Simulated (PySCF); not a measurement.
# Field gradients at the hydrogen positions

Species: C9H20.
Atom-mapped SMILES: `[CH3:1][CH2:2][C@@H:3]([CH3:4])[C@H:5]([CH3:6])[CH:7]([CH3:8])[CH3:9]` (hydrogens: H10, H11, H12 on C1; H13, H14 on C2; H15 on C3; H16, H17, H18 on C4; H19 on C5; H20, H21, H22 on C6; H23 on C7; H24, H25, H26 on C8; H27, H28, H29 on C9)

Geometry (PBE0-D3(BJ)/def2-SVP, Å), atoms numbered from 1 in this order:
```
atom  x, y, z in Å
C1     2.436   -0.170    1.464
C2     2.183   -0.060   -0.032
C3     0.785    0.431   -0.427
C4     0.681    0.536   -1.945
C5    -0.359   -0.393    0.207
C6    -0.284   -1.870   -0.172
C7    -1.761    0.195   -0.071
C8    -1.849    1.685    0.247
C9    -2.849   -0.553    0.697
H10    1.836   -0.967    1.930
H11    3.493   -0.396    1.671
H12    2.191    0.772    1.980
H13    2.389   -1.031   -0.516
H14    2.915    0.640   -0.470
H15    0.701    1.452   -0.016
H16    0.766   -0.453   -2.424
H17    1.492    1.163   -2.347
H18   -0.271    0.982   -2.270
H19   -0.219   -0.324    1.303
H20    0.728   -2.276   -0.029
H21   -0.961   -2.482    0.439
H22   -0.558   -2.031   -1.228
H23   -1.971    0.065   -1.149
H24   -2.880    2.048    0.117
H25   -1.558    1.882    1.293
H26   -1.204    2.297   -0.400
H27   -2.663   -0.509    1.784
H28   -3.837   -0.103    0.512
H29   -2.915   -1.613    0.411
```

Level: PBE0/pcSseg-1 (PySCF, non-relativistic); Q(2H) = 0.00286 b; rigid geometry, the same for H and D, with no vibrational averaging.

Question: Rank these positions by the coupling χzz of a deuteron there, largest first.
A. H13 (methylene hydrogen)
B. H19 (methine hydrogen)
C. H26 (methyl hydrogen)

Answer: C (198 kHz), A (190 kHz), B (186 kHz).

Tabulate Vzz, the asymmetry η and χzz = 234.96 MHz × Q × Vzz for every hydrogen position.

| atom | bonded to | bond length (Å) | Vzz (au) | η | χzz (kHz) |
| --- | --- | --- | --- | --- | --- |
| H10 | C1 | 1.101 | 0.2916 | 0.02 | 196 |
| H11 | C1 | 1.101 | 0.2935 | 0.02 | 197 |
| H12 | C1 | 1.103 | 0.2898 | 0.02 | 195 |
| H13 | C2 | 1.104 | 0.2834 | 0.02 | 190 |
| H14 | C2 | 1.104 | 0.2844 | 0.03 | 191 |
| H15 | C3 | 1.104 | 0.2793 | 0.01 | 188 |
| H16 | C4 | 1.102 | 0.2909 | 0.02 | 195 |
| H17 | C4 | 1.101 | 0.2924 | 0.02 | 196 |
| H18 | C4 | 1.100 | 0.2940 | 0.02 | 198 |
| H19 | C5 | 1.107 | 0.2764 | 0.01 | 186 |
| H20 | C6 | 1.100 | 0.2947 | 0.02 | 198 |
| H21 | C6 | 1.099 | 0.2961 | 0.01 | 199 |
| H22 | C6 | 1.102 | 0.2908 | 0.02 | 195 |
| H23 | C7 | 1.106 | 0.2780 | 0.00 | 187 |
| H24 | C8 | 1.101 | 0.2923 | 0.02 | 196 |
| H25 | C8 | 1.103 | 0.2885 | 0.02 | 194 |
| H26 | C8 | 1.099 | 0.2945 | 0.01 | 198 |
| H27 | C9 | 1.103 | 0.2882 | 0.02 | 194 |
| H28 | C9 | 1.101 | 0.2923 | 0.02 | 196 |
| H29 | C9 | 1.099 | 0.2953 | 0.02 | 198 |

A static deuteron (I = 1) shows a doublet split by (3/2)χ, (3/4)χ(1 + η) and (3/4)χ(1 − η) with the field along z, y and x of the gradient. What are these for H19?

With |χ| = 185.8 kHz and η = 0.008: 279, 140 and 138 kHz, to first order and without motion.

One conformer (not necessarily the lowest) at the PBE0-D3(BJ)/def2-SVP geometry, without solvent, vibrations or thermal averaging. The small basis limits the accuracy of the gradients.
